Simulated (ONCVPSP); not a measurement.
**u(r) = r·R(r): atom against pseudo-atom (P)**

Columns: radius, all-electron u(r) and pseudo u(r) of the 2p shell (level -148.09 eV) of phosphorus in the configuration [He] 2s2 2p6 3s2 3p1; PBE, scalar-relativistic, ONCV scheme, ONCVPSP 4.0.1.

| r (bohr) | all-electron | pseudo |
| --- | --- | --- |
| 0.047 | 0.1699 | 0.0696 |
| 0.095 | 0.4922 | 0.2665 |
| 0.142 | 0.8024 | 0.5421 |
| 0.190 | 1.0557 | 0.8511 |
| 0.237 | 1.2290 | 1.1256 |
| 0.285 | 1.3348 | 1.3357 |
| 0.332 | 1.3790 | 1.4519 |
| 0.380 | 1.3778 | 1.4829 |
| 0.427 | 1.3430 | 1.4444 |
| 0.475 | 1.2837 | 1.3603 |
| 0.522 | 1.2105 | 1.2575 |
| 0.570 | 1.1267 | 1.1489 |
| 0.617 | 1.0405 | 1.0481 |
| 0.665 | 0.9519 | 0.9532 |
| 0.712 | 0.8669 | 0.8668 |
| 0.760 | 0.7836 | 0.7834 |
| 0.807 | 0.7065 | 0.7064 |
| 0.855 | 0.6331 | 0.6329 |
| 0.902 | 0.5667 | 0.5665 |
| 0.950 | 0.5044 | 0.5043 |
| 0.997 | 0.4490 | 0.4489 |
| 1.045 | 0.3977 | 0.3976 |
| 1.092 | 0.3525 | 0.3525 |
| 1.140 | 0.3111 | 0.3111 |
| 1.187 | 0.2750 | 0.2749 |
| 1.235 | 0.2420 | 0.2420 |

(1) How many radial nodes do the two functions have?

(2) At about which radius was the pseudo-wave matched?

(3) Is the pseudo-wave norm-conserving?

Answers

(1) The all-electron 2p function has n − l − 1 = 0; the pseudo-wave has 0.

(2) 0.75 bohr, where the columns begin to agree (steps of 0.05 bohr).

(3) Yes: the ONCV scheme keeps the norm inside the radius equal to the all-electron one, which fixes the energy derivative of the logarithmic derivative at the level.
